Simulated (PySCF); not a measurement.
An equivalent PySCF input for Cr⁺ (chromium, charge +1), [Ar] 3d5, high-spin 6S determinant, with the spin-free X2C one-electron Hamiltonian (Gaussian nucleus):

```python
from pyscf import gto, scf, dft, mp, cc
import basis_set_exchange as bse
mol = gto.M(atom="Cr 0 0 0", charge=1, spin=5, symmetry="D2h",
            basis=gto.basis.parse(bse.get_basis("Sapporo-DKH3-DZP-2012", elements=["Cr"], fmt="nwchem", header=False)),
            nucmod="G")
mf = dft.UKS(mol, xc="R2SCAN").sfx2c1e()
mf.irrep_nelec = {'Ag': (5, 3), 'B1g': (1, 0), 'B2g': (1, 0), 'B3g': (1, 0), 'B1u': (2, 2), 'B2u': (2, 2), 'B3u': (2, 2)}
mf.kernel()
```

It reaches the same state as the run whose output follows, with an energy that differs only through the grid. The run itself started from symmetry-adapted Hartree-Fock orbitals and held the occupation by maximum overlap, on a logarithmic radial grid, so the iterations belong to that start.

```
SCF conv_tol = 1e-09
number electrons alpha = 14  beta = 9
XC functionals = R2SCAN
    J. W. Furness, A. D. Kaplan, J. Ning, J. P. Perdew, and J. Sun.,  J. Phys. Chem. Lett. 11, 8208-8215 (2020)
    J. W. Furness, A. D. Kaplan, J. Ning, J. P. Perdew, and J. Sun.,  J. Phys. Chem. Lett. 11, 9248-9248 (2020)
    J. W. Furness, A. D. Kaplan, J. Ning, J. P. Perdew, and J. Sun.,  J. Phys. Chem. Lett. 11, 8208-8215 (2020)
    J. W. Furness, A. D. Kaplan, J. Ning, J. P. Perdew, and J. Sun.,  J. Phys. Chem. Lett. 11, 9248-9248 (2020)
cycle= 1 E= -1050.46804157202  delta_E= -0.00494  |g|= 0.0635  |ddm|= 0.177
cycle= 2 E= -1050.46645809753  delta_E= 0.00158  |g|= 0.107  |ddm|= 0.0946
cycle= 3 E= -1050.46912109298  delta_E= -0.00266  |g|= 0.00443  |ddm|= 0.0545
cycle= 4 E= -1050.46912654429  delta_E= -5.45e-06  |g|= 0.000273  |ddm|= 0.00291
cycle= 5 E= -1050.46912656504  delta_E= -2.08e-08  |g|= 1.1e-05  |ddm|= 0.000162
cycle= 6 E= -1050.46912656509  delta_E= -4.27e-11  |g|= 1.92e-06  |ddm|= 9.75e-06
converged SCF energy = -1050.46912656509  <S^2> = 8.7500967  2S+1 = 6.0000322
```
